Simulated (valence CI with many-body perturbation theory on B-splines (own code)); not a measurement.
**Forbidden lines of I XIV**

Level of theory: valence CI with perturbative core correlation (CI+MBPT): four valence electrons over a frozen Dirac-Fock core [Kr], a basis of 9 s, 9 p, 10 d, 8 f, 5 g, 3 h, 1 i functions for each j, with the one-electron correlation potential Σ1, the two-electron term Σ2, the three-electron term Σ3, Breit, model QED; selected CI, second order for the rest (own B-spline code, finite nucleus).

No measured levels were compared; by estimate terms of the open shell hold to 2 to 4 % of their energy, and close levels can change places. Core correlation moves these levels by up to 7000 cm⁻¹, and in measured spectra 5 to 20 % of such shifts remained as error; rates that hang on mixing are uncertain with them. Only levels of the ground parity were solved; by the run's estimate the other parity begins above the list, which can be wrong where configurations are misplaced.

Lines 1 to 50 of 120 in falling wavelength, among levels below 183130 cm⁻¹, chosen from the decays that carry over 1 % of a level's rate. Wavelengths and rates use the calculated energies, so an error of 2000 cm⁻¹ moves a line at 1344 nm by 27 % and its rate by three times that or more. S is in atomic units (e²a₀⁴ for E2 and M2, e²a₀⁶ for E3), for M1 in squared Bohr magnetons. Weak lines are less certain than strong ones. Lines between different terms over intervals too small for the method are left out, as are lines whose strength nearly cancels. Where a level lies close to another of its J and parity, the split of strength between their lines is uncertain.

Names give the largest LS component (configuration and term), which can be under half, so a name can repeat, a term be missing and a line seem to break the LS rules; names also repeat where a configuration has a term twice. Letters in brackets count levels of one name in rising energy.

```
λ vac (nm)         Upper         Lower  Type   A (s⁻¹)  S (a.u.)
      2506      4d⁴ ³H_6      4d⁴ ³H_5    M1  8.53e-01  6.47e+00
      2490      4d⁴ ⁵D_4      4d⁴ ⁵D_3    M1  1.51e+00  7.80e+00
      1945      4d⁴ ⁵D_3      4d⁴ ⁵D_2    M1  5.75e+00  1.10e+01
      1655      4d⁴ ⁵D_2      4d⁴ ⁵D_1    M1  1.11e+01  9.30e+00
      1591      4d⁴ ⁵D_1      4d⁴ ⁵D_0    M1  1.09e+01  4.86e+00
      1344      4d⁴ ³G_3      4d⁴ ³H_4    M1  3.01e+00  1.90e+00
      1250  4d⁴ ³F_2 [b]  4d⁴ ³P_2 [d]    M1  4.67e+00  1.69e+00
      1171      4d⁴ ³H_5      4d⁴ ³H_4    M1  1.19e+01  7.80e+00
      1078  4d⁴ ³P_2 [b]  4d⁴ ³F_3 [a]    M1  5.12e+00  1.19e+00
      1040      4d⁴ ³G_4      4d⁴ ³G_3    M1  1.50e+01  5.64e+00
      1031  4d⁴ ³P_2 [a]  4d⁴ ³P_1 [a]    M1  1.03e+01  2.10e+00
     977.7  4d⁴ ³P_2 [a]  4d⁴ ³F_2 [a]    M1  3.70e+00  6.41e-01
     848.5  4d⁴ ³P_2 [d]  4d⁴ ³P_2 [c]    M1  1.22e+01  1.38e+00
     836.7  4d⁴ ³P_2 [b]  4d⁴ ³P_2 [a]    M1  7.95e+00  8.63e-01
     825.2      4d⁴ ³G_5      4d⁴ ³G_4    M1  2.98e+01  6.82e+00
     816.4  4d⁴ ³F_4 [a]      4d⁴ ³H_5    M1  1.01e+01  1.83e+00
     813.1  4d⁴ ³P_1 [a]  4d⁴ ³P_0 [a]    M1  3.02e+01  1.81e+00
     789.8  4d⁴ ³P_2 [c]      4d⁴ ³D_1    M1  1.15e+01  1.05e+00
     784.8  4d⁴ ³P_2 [a]      4d⁴ ³G_3    M1  5.97e-01  5.35e-02
     775.2  4d⁴ ³F_3 [a]  4d⁴ ³F_2 [a]    M1  1.22e+01  1.48e+00
     740.3      4d⁴ ³D_1  4d⁴ ³P_2 [a]    M1  2.30e+01  1.04e+00
     731.6  4d⁴ ¹G_4 [a]      4d⁴ ³G_5    M1  1.07e+01  1.40e+00
     703.3  4d⁴ ³P_2 [c]  4d⁴ ³P_2 [b]    M1  8.23e+00  5.31e-01
     668.8      4d⁴ ³H_4      4d⁴ ⁵D_4    M1  3.22e+01  3.21e+00
     648.8  4d⁴ ³F_3 [a]      4d⁴ ³G_3    M1  5.41e+00  3.84e-01
     622.6  4d⁴ ³F_2 [b]      4d⁴ ¹F_3    M1  1.41e+01  6.29e-01
     608.4      4d⁴ ³D_3  4d⁴ ³F_2 [a]    M1  4.11e+01  2.40e+00
     607.7  4d⁴ ¹G_4 [a]      4d⁴ ³D_3    M1  7.46e+00  5.59e-01
     600.7      4d⁴ ³G_5      4d⁴ ³H_6    M1  2.09e+01  1.85e+00
     586.3      4d⁴ ³G_4      4d⁴ ³H_4    M1  5.23e+01  3.51e+00
     557.2      4d⁴ ¹F_3  4d⁴ ³P_2 [b]    M1  5.80e+00  2.61e-01
     527.7      4d⁴ ³D_3      4d⁴ ³G_3    M1  5.60e+01  2.14e+00
     527.2      4d⁴ ³H_4      4d⁴ ⁵D_3    M1  9.93e+00  4.86e-01
     505.4  4d⁴ ³F_2 [b]  4d⁴ ³P_2 [c]    M1  8.57e+00  2.05e-01
     500.9  4d⁴ ³P_2 [c]      4d⁴ ³D_3    M1  4.46e+01  1.04e+00
     500.2  4d⁴ ¹G_4 [a]  4d⁴ ³F_3 [a]    M1  3.65e+01  1.52e+00
     495.0  4d⁴ ³F_4 [b]  4d⁴ ¹G_4 [a]    M1  1.23e+01  4.99e-01
     484.6      4d⁴ ³G_5      4d⁴ ³H_5    M1  3.43e+01  1.59e+00
     483.0      4d⁴ ¹I_6      4d⁴ ³H_6    M1  5.04e+01  2.73e+00
     481.1  4d⁴ ³F_4 [a]      4d⁴ ³H_4    M1  5.09e+01  1.89e+00
     461.8  4d⁴ ³P_2 [b]  4d⁴ ³P_1 [a]    M1  2.52e+01  4.60e-01
     453.4  4d⁴ ¹G_4 [a]  4d⁴ ³F_4 [a]    M1  6.64e+01  2.06e+00
     450.9  4d⁴ ³P_2 [b]  4d⁴ ³F_2 [a]    M1  2.61e+01  4.43e-01
     446.6      4d⁴ ³G_3      4d⁴ ⁵D_4    M1  4.47e+00  1.03e-01
     430.8      4d⁴ ³D_1  4d⁴ ³P_1 [a]    M1  6.72e+01  5.98e-01
     425.7      4d⁴ ³H_5      4d⁴ ⁵D_4    M1  9.46e+00  2.98e-01
     425.5  4d⁴ ³P_2 [c]  4d⁴ ³F_3 [a]    M1  1.75e+01  2.50e-01
     422.1      4d⁴ ¹F_3      4d⁴ ³D_3    M1  6.38e+01  1.25e+00
     421.3      4d⁴ ³D_1  4d⁴ ³F_2 [a]    M1  4.84e+01  4.02e-01
     405.0  4d⁴ ³P_2 [b]      4d⁴ ³G_3    M1  6.28e+00  7.73e-02
```
